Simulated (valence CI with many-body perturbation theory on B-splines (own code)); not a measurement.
From CI to CI+MBPT in I⁴⁵⁺

Calculated by valence CI with perturbative core correlation (CI+MBPT): six valence electrons over a frozen Dirac-Fock core [He], radial functions for each j: 9 s, 9 p, 8 d, 6 f, 3 g, 1 h, with the one-electron correlation potential Σ1 (screened to all orders), the two-electron term Σ2, the three-electron term Σ3, Breit, model QED; selected single and double excitations, second order for the rest, scaled by the run's own slope (own B-spline code, finite nucleus).

No measured spectrum was set against this ion. As an estimate, large intervals hold to a few tenths of a per cent, small ones and those within an open d or f shell to about a per cent. Among the levels kept, up to 2500 cm⁻¹ of a level comes from second order outside the variational space, and about a tenth of that is noise between levels of different J, which matters for small intervals.

Each rung adds one term. CI alone is the Dirac-Coulomb CI over the frozen core; QED comes last and gives the full result, which names the levels. Energies are above (2s^2 2p1/2^2 2p3/2^2) J=2 on the same rung, in × 10³ cm⁻¹.

Levels are named by their leading jj configuration (3d3/2^4 stands for four electrons in 3d with j = 3/2), which in mixed levels can hold well under half, so a name can repeat and another be missing. Letters in brackets count levels of one name in rising energy.

```tsv
Level	CI alone	Σ1	Σ2	Σ3	Breit	QED	Full
(2s^2 2p1/2^2 2p3/2^2) J=0	275.48	+0.01	+1.46	-0.31	+21.80	-0.33	298.10
(2s^2 2p1/2 2p3/2^3) J=1	2498.0	+0.73	+0.25	-0.13	-26.55	+4.72	2477.0
(2s^2 2p1/2 2p3/2^3) J=2	2652.3	+0.74	+0.50	-0.36	-48.23	+4.71	2609.7
(2s 2p1/2^2 2p3/2^3) J=2	4566.7	-1.21	-2.41	-1.26	+1.05	-39.21	4523.7
(2s 2p1/2^2 2p3/2^3) J=1	4978.7	-1.19	-3.06	-2.10	+6.27	-39.37	4939.3
(2s^2 2p3/2^4) J=0	5247.1	+1.45	+1.66	-0.56	-62.99	+8.77	5195.5
(2s 2p1/2 2p3/2^4) J=0	7128.2	-0.47	-1.13	-1.41	-27.88	-34.64	7062.7
(2s 2p1/2 2p3/2^4) J=1	7394.4	-0.49	-2.54	-2.09	-37.22	-34.79	7317.3
(2p1/2^2 2p3/2^4) J=0	9791.4	-2.38	-5.67	-3.66	+12.55	-77.92	9714.3
(2s^2 2p1/2^2 2p3/2 3s) J=2	34532	+2.14	+0.86	-1.37	-33.44	+8.96	34509
(2s^2 2p1/2^2 2p3/2 3s) J=1	34582	+2.14	+0.76	-1.38	-31.96	+8.95	34561
(2s^2 2p1/2^2 2p3/2 3p1/2) J=1	35128	+1.75	+0.67	-1.38	-16.79	-3.37	35108
(2s^2 2p1/2^2 2p3/2 3p1/2) J=2	35148	+1.75	+0.56	-1.38	-22.58	-3.36	35123
(2s^2 2p1/2^2 2p3/2 3p3/2) J=3	35855	+1.91	+0.60	-1.37	-35.99	-2.07	35818
(2s^2 2p1/2^2 2p3/2 3p3/2) J=1	35853	+1.91	+0.71	-1.38	-33.73	-2.10	35819
(2s^2 2p1/2^2 2p3/2 3p3/2) J=2	35999	+1.91	+0.37	-1.38	-32.62	-2.07	35965
(2s^2 2p1/2^2 2p3/2 3p3/2) J=0	36124	+1.91	+1.31	-1.38	-24.30	-2.20	36100
(2s^2 2p1/2^2 2p3/2 3d3/2) J=2	36508	+2.22	+0.83	-1.33	-33.63	-3.23	36473
(2s^2 2p1/2^2 2p3/2 3d3/2) J=3	36556	+2.22	+0.88	-1.34	-39.94	-3.18	36515
(2s^2 2p1/2^2 2p3/2 3d3/2) J=1	36570	+2.22	+0.89	-1.34	-33.49	-3.23	36535
(2s^2 2p1/2^2 2p3/2 3d3/2) J=0	36566	+2.22	+1.74	-1.34	-23.12	-3.36	36543
(2s^2 2p1/2^2 2p3/2 3d5/2) J=4	36722	+2.24	+1.17	-1.34	-45.97	-2.73	36675
(2s^2 2p1/2^2 2p3/2 3d5/2) J=2	36777	+2.25	+0.82	-1.34	-43.41	-2.22	36733
(2s^2 2p1/2^2 2p3/2 3d5/2) J=3	36875	+2.25	+0.76	-1.33	-48.83	-2.09	36826
(2s^2 2p1/2 2p3/2^2 3s) J=2 [a]	36935	+2.86	+0.85	-1.31	-70.31	+13.20	36880
(2s^2 2p1/2^2 2p3/2 3d5/2) J=1	36922	+2.25	+0.88	-1.34	-39.65	-1.91	36882
(2s^2 2p1/2 2p3/2^2 3s) J=1 [a]	36996	+2.87	+0.61	-1.30	-70.10	+13.04	36941
(2s^2 2p1/2 2p3/2^2 3s) J=3	37135	+2.87	+1.03	-1.56	-98.38	+13.09	37052
(2s^2 2p1/2 2p3/2^2 3s) J=2 [b]	37169	+2.88	+1.03	-1.57	-97.21	+13.69	37088
(2s^2 2p1/2 2p3/2^2 3s) J=0	37335	+2.89	+2.30	-1.81	-62.69	+13.30	37289
(2s^2 2p1/2 2p3/2^2 3s) J=1 [b]	37362	+2.88	+1.49	-1.80	-65.07	+13.42	37313
```

The middle columns are the shifts that each term adds.

Q: How does the ionisation energy move along the ladder, and which term matters most?

A: CI alone 7817.5, + Σ1 7817.8, + Σ2 7818.0, + Σ3 7817.8, + Breit 7811.9, + QED 7811.6 eV. The largest step is Breit, -5.9 eV. NIST lists 7811 ± 4 eV (theoretical).
